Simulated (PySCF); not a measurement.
GeH₇NSi₂, SMILES [NH]1[SiH2][SiH2][GeH2]1.

The structure is a stationary point at PBE0-D3(BJ)/def2-SVP. This is a generated structure with no PubChem entry under its InChIKey; it may be hypothetical.

Two levels are set side by side: TDDFT-PBE/def2-SVPD (PySCF) and TDDFT-CAM-B3LYP/def2-SVPD (PySCF). Vertical, same geometry. The lowest singlet is HOMO→LUMO 99 % with PBE and HOMO→LUMO 94 % with the other functional; states are paired by order. Differences are taken from unrounded values.

| quantity | TDDFT-CAM-B3LYP | TDDFT-PBE | TDDFT-PBE minus TDDFT-CAM-B3LYP |
|---|---|---|---|
| lowest singlet excitation (eV) | 5.47 | 4.55 | -0.91 |
| lowest triplet excitation (TDA) (eV) | 5.16 | 4.34 | -0.82 |
| first bright state (f over 0.05) (eV) | 5.81 | 5.18 | -0.63 |
| its oscillator strength | 0.14 | 0.09 | -0.05 |

A lower first singlet is the usual sign of a functional without exact exchange. Differences between two approximate levels are no errors against the true value.

Rough cost on one machine, each run with all the roots and properties that it gave: TDDFT-CAM-B3LYP against TDDFT-PBE about 6 times.
